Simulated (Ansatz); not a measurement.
C2H2 (SMILES C#C), charge 0, multiplicity 1, relaxed at each level with Ansatz (a first-principles code); harmonic frequencies from differences of analytic forces, average atomic masses, frozen cores.

```
level               C1–C2 (Å)  C1–H3 (Å)  C2–H4 (Å)  C2–C1–H3 (°)  C1–C2–H4 (°)  dipole (D)
------------------  ---------  ---------  ---------  ------------  ------------  ----------
HF/def2-TZVPP          1.1803     1.0545     1.0545         180.0         180.0        0.00
PBE/def2-TZVPP         1.2076     1.0704     1.0704         180.0         180.0        0.00
r2SCAN/def2-TZVPP      1.1992     1.0633     1.0633         180.0         180.0        0.00
B3LYP/def2-TZVPP       1.1967     1.0621     1.0621         180.0         180.0        0.00
PBE0/def2-TZVPP        1.1970     1.0642     1.0642         180.0         180.0        0.00
wB97X-V/def2-TZVPP     1.1964     1.0660     1.0660         180.0         180.0        0.00
MP2/cc-pVTZ            1.2114     1.0615     1.0615         180.0         180.0        0.00
CCSD(T)/cc-pVDZ        1.2287     1.0790     1.0790         180.0         180.0        0.00
CCSD(T)/cc-pVTZ        1.2097     1.0637     1.0637         180.0         180.0        0.00
```

Measured: equilibrium bond lengths C≡C 1.203, C-H 1.0617 Å [Piccardo et al., J. Phys. Chem. A 119, 2058 (2015), semi-experimental].
